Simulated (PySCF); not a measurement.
Computed shifts of a molecule CH5ClFNSi, PBE/pcSseg-1 run with PySCF, GIAO, gas phase, atoms alike by connectivity averaged where their shifts nearly agree, in ppm (number of nuclei): ¹⁵N: 41.8 (1). ²⁹Si: -9.3 (1). ¹³C: 82.6 (1). ¹⁹F: -312.7 (1). ¹H: 5.64 (1), 4.90 (1), 4.80 (1), 1.69 (1), 1.32 (1). References: ¹⁵N against NH3 (σ = 267.0 ppm); ²⁹Si against TMS (σ = 335.4 ppm); ³⁵Cl against HCl (σ = 936.5 ppm); ¹³C against TMS (σ = 182.0 ppm); ¹⁹F against CFCl3 (σ = 133.6 ppm); ¹H against TMS (σ = 31.49 ppm), references at their B3LYP-D3(BJ)/def2-TZVP geometries, non-relativistic (without spin–orbit terms, shifts of atoms bonded to Cl or Br come out too high). Geometry optimised at B3LYP-D3(BJ)/def2-SVP. Other conformers were not sampled.

### Question
Pick the molecule that these values belong to.
A) N[Si@@H](Cl)CF
B) C[Si@@](N)(F)Cl
C) NC[Si@H](F)Cl
D) CN[Si@H](F)Cl

### Answer
A, N[Si@@H](Cl)CF
